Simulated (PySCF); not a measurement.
Al(Me)(OH) (CH4AlO), SMILES [CH3][Al+][OH], charge +1. Atoms are numbered in the order given.

```xyz
7

Al     0.0000     0.0000     0.0940
C      0.0000     0.0000    -1.8188
H     -0.8934    -0.5158    -2.1797
H      0.8934    -0.5158    -2.1797
H      0.0000     1.0317    -2.1797
O      0.0000     0.0000     1.6970
H      0.0000     0.0000     2.6539
```
Charge +1, spin multiplicity 1.

The structure is a stationary point at TPSSh-D3(BJ)/def2-TZVP. The spin state was assumed, not searched. The isomer is the one that the SMILES or the coordinates give; other isomers of the formula were not compared. Other conformers were not sampled.

Two levels are set side by side: PBE/pcJ-1 (PySCF) and B3LYP/pcJ-1 (PySCF). One-bond couplings, all four terms, same geometry. Isotopes: 13C, 17O, 1H, 27Al. Differences are taken from unrounded values.

```
quantity          PBE
--------------  -----
¹J(C2,H3) (Hz)  138.8
¹J(C2,H4) (Hz)  138.8
¹J(C2,H5) (Hz)  138.8
```

Question: These are the PBE values. What does B3LYP give? (An estimate is asked for; the answer gives what the named calculation found.)

Answer: 
```
quantity        B3LYP  PBE minus B3LYP
--------------  -----  ---------------
¹J(C2,H3) (Hz)  151.1            -12.3
¹J(C2,H4) (Hz)  151.1            -12.3
¹J(C2,H5) (Hz)  151.1            -12.3
```

Rough cost on one machine, each run with all the roots and properties that it gave: B3LYP against PBE about 2 times.
